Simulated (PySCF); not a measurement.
## Al(2+): excitation energy

Al(2+) [Ne] 3s1 (2S) → Al(2+) [Ne] 3p1 (2P), as a difference of total energies. All numbers are calculated (PySCF 2.14, no relativity, point nucleus, in aug-cc-pV(T+d)Z (6s5p4d2f, 55 functions)). The calculations carry no spin-orbit coupling.

```tsv
method	excitation energy (eV)
UHF	6.555
LDA	6.322
PBE	6.179
PBE0	6.275
r2SCAN	6.153
wB97M-V	6.501
revPBE	6.081
TPSS	6.057
```

A first-order spin-orbit estimate (lowest level to lowest level, LS coupling) adds -0.015 eV.
